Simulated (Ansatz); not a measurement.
Computed with Ansatz on PBE0-D4/def2-TZVP structures; ΔE is electronic, products minus reactants. CBS: MP2 limit from def2 TZ/QZ plus the TZ coupled-cluster correction, frozen cores. This one scheme is used for every species. DFT in def2-TZVPP. Each species was taken in one conformer, which may not be the lowest.

Reaction (substitution at a C–C bond): `CC(F)C[SiH3]` + CH₃OH → `COC(C)F` + `C[SiH3]`

Q: Is it downhill or uphill in electronic energy at CCSD(T)/CBS, and by how much? (Best estimate.)

A: Computed: Downhill: ΔE = -11.8 kJ/mol.

Q: What do these levels give: r2SCAN-D4, CAM-B3LYP-D4, ωB97X-V, ωB97M-V, B2PLYP, r2SCAN, MP2/def2-SVP, HF/def2-TZVPP, SCS-MP2/def2-TZVPP, CCSD(T)/def2-TZVPP, HF/def2-QZVPP, MP2/CBS(def2)? (Estimate.)

A: The calculation gave: r2SCAN-D4 -21.8, CAM-B3LYP-D4 -21.1, ωB97X-V -19.0, ωB97M-V -17.3, B2PLYP -19.8, r2SCAN -22.6, MP2/def2-SVP -21.3, HF/def2-TZVPP -24.8, SCS-MP2/def2-TZVPP -14.5, CCSD(T)/def2-TZVPP -15.5, HF/def2-QZVPP -24.5, MP2/CBS(def2) -9.2 kJ/mol.

Largest T1 diagnostic among the species: 0.011.

At CCSD(T), def2-SVP lies −11.6 kJ/mol from the extrapolated value and def2-TZVPP −3.7 kJ/mol. The D4 term adds +4.1 kJ/mol with B3LYP and +2.3 kJ/mol with PBE0; it sums over pairs of atoms, weighted by their polarisabilities, and B3LYP, whose exchange is more repulsive, gets the larger term.

B3LYP here is the variant with VWN-RPA as its local correlation; programs differ in this.
